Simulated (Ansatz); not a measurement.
`FB(Cl)[SeH]` + `N=C=O` → `O=C=NB(F)Cl` + H₂Se at 600 K and 1 bar (ligand exchange at a B–Se bond).

Isolated molecules relaxed with PBE0-D4/def2-TZVP in Ansatz; ΔE leaves out vibrations. CCSD(T)/CBS is the MP2 limit (def2-TZVPP, def2-QZVPP) plus CCSD(T) − MP2 in def2-TZVPP, frozen cores. This one scheme is used for every species. For Se outer-core shells are correlated without core-valence functions, which leaves a few kJ/mol of doubt a bond. Scalar relativity is left out up to krypton. Each species was taken in one conformer, which may not be the lowest.

```tsv
species	CCSD(T)/CBS energy (Eh)	H − E (kJ/mol)	S (J/(mol·K))
`FB(Cl)[SeH]`	-2985.79275	83.2	369.1
`N=C=O`	-168.51995	83.3	274.5
`O=C=NB(F)Cl`	-752.42964	104.8	397.8
H₂Se	-2401.89790	57.0	244.8
```

H − E and S are ideal-gas, rigid-rotor, harmonic terms from PBE0-D4/def2-TZVP, for one conformer and one mirror image of each species. 1 Eh = 2625.50 kJ/mol, R = 8.31446 J/(mol·K).

Question: By hand: ΔE, ΔH, ΔS and ΔG.

Answer: ΔE = (-752.42964) + (-2401.89790) − (-2985.79275) − (-168.51995) = -0.01484 Eh = -39.0 kJ/mol. Δ(H − E) = 104.8 + 57.0 − 83.2 − 83.3 = -4.7, so ΔH = -43.7 kJ/mol. ΔS = 397.8 + 244.8 − 369.1 − 274.5 = -1.0 J/(mol·K). ΔG = -43.7 − 600 × (-1.0)/1000 = -43.1 kJ/mol.

Question: By hand: the equilibrium constant, and the temperature at which ΔG would vanish if ΔH and ΔS stayed fixed.

Answer: log₁₀ K = −ΔG/(RT ln 10) = 3.8. ΔG = 0 at ΔH/ΔS = 43700 K, far beyond where these terms or the molecules hold.

The number of gas molecules stays the same, so ΔS is small and ΔH decides. A doubt of 5 kJ/mol in ΔE shifts log₁₀ K by 0.4 here. Other conformers and mirror images would add mixing entropy, several J/(mol·K) or more a flexible species. These are equilibria of isolated gas molecules and say nothing of rates. Largest T1 diagnostic: 0.018 (customary marks: 0.02 for closed shells, 0.045 for open ones).
